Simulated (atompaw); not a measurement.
PBE PAW (atompaw) dataset for germanium, scalar-relativistic all-electron reference.

atompaw 4.2.0.5 input, output lines left out:

```
Ge 32
GGA-PBE scalarrelativistic loggrid 1500 logderivrange -3 5 201
4 4 3 0 0 0
4 1 2
0 0 0
c
c
c
v
c
c
v
c
1
1.80 1.40 1.65 1.00
y
0.65
n
y
0.15
n
custom polynom vanderbiltortho sinc
bessel
1.80
1.40
1.80
1.80
```

All-electron outer shells of the reference configuration (PBE, scalar-relativistic, ld1.x):

```tsv
shell	level (eV)	outermost node (bohr)	outermost maximum (bohr)
3p	-115.62	0.23	0.54
3d	-29.31	–	0.50
4s	-11.73	0.77	1.75
4p	-3.90	0.82	2.22
```

**Question.** Does the generator finish with these settings?

**Answer.** Yes, a potential is produced.

**Question.** Estimate the cutoffs (Ry, on a coarse ladder) from which the occupation-weighted sum of valence levels, in a spherical-Bessel basis at the reference potential, stays within 10 and 1 mRy of its value at 400 Ry.

**Answer.** 15 Ry and 21 Ry.

**Question.** Does the potential have ghost states?

**Answer.** No extra level below or beside the all-electron valence levels (s, p, d, f tested).

**Question.** Is the overlap operator S = 1 + Σ q|β⟩⟨β| positive definite (Bessel basis up to 400 Ry)?

**Answer.** Barely: its lowest eigenvalue is 0.012 (s channel).
